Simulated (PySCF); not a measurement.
```xyz
3
charge 0 multiplicity 1, angstrom
Hf    0.0000    0.0000   -0.2770
N     0.0000    0.0000   -1.9859
Cl    0.0000    0.0000    2.2212
```

These are results of PBE0 in PySCF with Hf def2-TZVP with ECP60, N def2-TZVP, Cl def2-TZVP; scalar-relativistic core potentials, no spin–orbit coupling; density-fitted integrals, not measurements.

This geometry of ClHfN is a stationary point at this level.

**Question.** What is the point group?

**Answer.** C∞v.

**Question.** Is it a minimum?

**Answer.** No: it has 2 imaginary modes (one degenerate set), at 141i cm⁻¹ (π).

**Question.** Which band is strongest in the infrared?

**Answer.** 1047 cm⁻¹ (σ+), 230 km/mol.

**Question.** What are the dipole moment and the gap between the highest occupied and lowest empty levels?

**Answer.** 0.97 D and 2.82 eV.

Only a few start shapes were tried, so a lower isomer may exist. At this level a singlet minimum of Cs symmetry lies 78 kJ/mol below this structure. Spin–orbit coupling, left out here, can matter for elements this heavy.
